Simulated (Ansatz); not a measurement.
Start from `BBCOC` and change one atom or group to get `COCC#N`.

Ansatz, PBE0-D4/def2-TZVP geometries, multiplicity 1. Each molecule was computed in one conformer, which needn't be the lowest.

```csv
property,`BBCOC`
LUMO energy (PBE/def2-TZVPP) / eV,-2.71
HOMO energy (B3LYP/def2-TZVPP) / eV,-7.26
HOMO energy (PBE/def2-TZVPP) / eV,-5.93
LUMO energy (PBE0/def2-TZVPP) / eV,-1.70
size of the dipole moment (ωB97M-V/def2-TZVPP) / D,1.52
HOMO–LUMO gap (PBE0/def2-TZVPP) / eV,5.80
```

(1) Give the same properties after the change, and the shifts. (An estimate is asked.)

## Answers

(1) The calculation gave: 
```csv
property,`COCC#N`,shift
LUMO energy (PBE/def2-TZVPP) / eV,-1.04,1.67
HOMO energy (B3LYP/def2-TZVPP) / eV,-8.24,-0.98
HOMO energy (PBE/def2-TZVPP) / eV,-6.83,-0.90
LUMO energy (PBE0/def2-TZVPP) / eV,0.06,1.76
size of the dipole moment (ωB97M-V/def2-TZVPP) / D,3.23,1.71
HOMO–LUMO gap (PBE0/def2-TZVPP) / eV,8.55,2.75
```

With PBE0 the HOMO falls by 0.99 eV and the LUMO rises by 1.76 eV, so the gap widens by about 2.75 eV. PBE moves the HOMO by -0.90 eV and ωB97M-V by -1.01 eV. Dipoles are sizes alone; their direction can turn.

B3LYP here is the variant with VWN-RPA as its local correlation; programs differ in this.
